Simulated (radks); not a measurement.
Trend from Li+ to Ne+: ionisation energy by Delta-SCF between NIST ground configurations, and size. All-electron calculation, Dirac Kohn-Sham, PBEsol, spin-unpolarised, spherical densities, finite nucleus; open shells fill j = l - 1/2 first; Fermi nuclear charge, rms radius of each element as measured or else 0.836 A^(1/3) + 0.57 fm. Program: a radial shooting solver on a logarithmic mesh with Libxc functionals.

| species | configuration | IE (eV) | NIST (eV) | kind | -e(HOMO) (eV) | outermost | <r> outermost (bohr) | r at 0.001 e/bohr^3 (bohr) |
|---|---|---|---|---|---|---|---|---|
| Li+ | [He] | 78.568 | 75.640 | theory | 59.844 (1s1/2) | 1s1/2 | 0.581 | 1.86 |
| Be+ | [He] 2s1 | 17.726 | 18.211 | exp. | 13.577 (2s1/2) | 2s1/2 | 2.30 | 3.47 |
| B+ | [He] 2s2 | 25.262 | 25.155 | exp. | 19.378 (2s1/2) | 2s1/2 | 1.78 | 3.33 |
| C+ | [He] 2s2 2p1 | 24.026 | 24.383 | exp. | 16.912 (2p1/2) | 2p1/2 | 1.51 | 3.18 |
| N+ | [He] 2s2 2p2 | 28.749 | 29.601 | semi-emp. | 20.607 (2p1/2) | 2p1/2 | 1.28 | 3.02 |
| O+ | [He] 2s2 2p3 | 33.452 | 35.121 | exp. | 24.339 (2p3/2) | 2p3/2 | 1.11 | 2.88 |
| F+ | [He] 2s2 2p4 | 38.241 | 34.971 | exp. | 28.186 (2p3/2) | 2p3/2 | 0.984 | 2.75 |
| Ne+ | [He] 2s2 2p5 | 43.110 | 40.963 | exp. | 32.138 (2p3/2) | 2p3/2 | 0.884 | 2.63 |

Reference values: NIST Atomic Spectra Database (exp. = measured, semi-emp. = semi-empirical, theory = theoretical value adopted there). Spin polarisation and multiplet splitting are left out, so open shells lie too high by an amount that depends on their filling.

Beside tabulated values, note that spin-unpolarised runs miss the spin-polarisation part of the exchange energy of open shells.
